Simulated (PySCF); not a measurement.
The numbers are results of PySCF with PBE-D3(BJ)/def2-TZVP // PBE0-D4/def2-TZVP, not measurements. All species are isolated molecules in the gas phase. One relaxed conformer stands for a flexible species; it need not be the lowest. Excitations are Tamm–Dancoff values on a coarser integration grid. The basis has no diffuse functions, so Rydberg states are missing or too high.

Reference species (SMILES): `Br[Si](Br)(O)Br` (H–O–Si–Br torsion 180°) (neutral, multiplicity 1).

```json
{
 "S1 excitation (TDA)": "5.52 eV",
 "HOMO–LUMO gap": "5.36 eV",
 "LUMO": "-1.87 eV",
 "HOMO": "-7.23 eV"
}
```

Changed species: `[Si](Br)(Br)(Br)Br` (0 of 4 Br replaced by OH; the reference has 1 of 4 Br replaced by OH).

### Question
Predict the effect on the S1 excitation (TDA), HOMO–LUMO gap, LUMO and HOMO.

### Answer
the S1 excitation (TDA) falls by 0.50 eV, to 5.02 eV; the HOMO–LUMO gap falls by 0.47 eV, to 4.89 eV; the LUMO falls by 0.64 eV, to -2.51 eV; the HOMO drops by 0.17 eV, to -7.40 eV.
